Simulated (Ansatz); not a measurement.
Ansatz results at the PBE0-D4/def2-TZVP geometry: HOMO energy (ωB97M-V/def2-TZVPP) -11.63 eV; LUMO energy (B3LYP/def2-TZVPP) -0.98 eV; HOMO–LUMO gap (ωB97M-V/def2-TZVPP) 12.83 eV.

Each molecule was computed in one conformer, which needn't be the lowest.

Question: Which molecule gave them?
A. `O[SiH]1C=C(F)N1`
B. `N#CC(O)(F)[SiH3]`
C. `CS[SiH2][SiH2]S`
D. `FC1N=C[SiH2]O1`

Answer: B. The others give `CS[SiH2][SiH2]S`: -9.21, -0.87, 10.24; `O[SiH]1C=C(F)N1`: -8.83, -0.13, 10.80; `FC1N=C[SiH2]O1`: -10.24, -1.75, 10.96.

B3LYP here is the variant with VWN-RPA as its local correlation; programs differ in this.
